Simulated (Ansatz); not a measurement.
`CB(C)N` + CH₃SH → `CSB(C)C` + NH₃ at 400 K and 1 bar (ligand exchange at a B–N bond).

Computed with Ansatz on PBE0-D4/def2-TZVP structures; ΔE is electronic, products minus reactants. CCSD(T)/CBS adds triple-zeta CCSD(T) − MP2 to the extrapolated MP2 energy (def2 sets, frozen cores). This one scheme is used for every species. Each species was taken in one conformer, which may not be the lowest.

```
  species  CCSD(T)/CBS energy (Eh)  H − E (kJ/mol)  S (J/(mol·K))
 `CB(C)N`               -160.48988           305.4          342.9
    CH₃SH               -438.22835           138.7          269.4
`CSB(C)C`               -542.19673           343.5          408.4
      NH₃                -56.50880           104.2          203.1
```

H − E and S are ideal-gas, rigid-rotor, harmonic terms from PBE0-D4/def2-TZVP, for one conformer and one mirror image of each species. 1 Eh = 2625.50 kJ/mol, R = 8.31446 J/(mol·K).

**Question.** By hand: ΔE, ΔH, ΔS and ΔG.

**Answer.** ΔE = (-542.19673) + (-56.50880) − (-160.48988) − (-438.22835) = 0.01270 Eh = 33.3 kJ/mol. Δ(H − E) = 343.5 + 104.2 − 305.4 − 138.7 = 3.6, so ΔH = 36.9 kJ/mol. ΔS = 408.4 + 203.1 − 342.9 − 269.4 = -0.8 J/(mol·K). ΔG = 36.9 − 400 × (-0.8)/1000 = 37.2 kJ/mol.

**Question.** By hand: the equilibrium constant, and the temperature at which ΔG would vanish if ΔH and ΔS stayed fixed.

**Answer.** log₁₀ K = −ΔG/(RT ln 10) = -4.9. ΔH and −TΔS have one sign here, so there is no such temperature.

The number of gas molecules stays the same, so ΔS is small and ΔH decides. A doubt of 5 kJ/mol in ΔE shifts log₁₀ K by 0.7 here. Other conformers and mirror images would add mixing entropy, several J/(mol·K) or more a flexible species. Modes under 60 cm⁻¹, often nearly free rotors, make the harmonic entropy too high. These are equilibria of isolated gas molecules and say nothing of rates. Largest T1 diagnostic: 0.012 (customary marks: 0.02 for closed shells, 0.045 for open ones).

ΔS is within the doubt of such terms, so its sign, and with it that verdict, could turn.
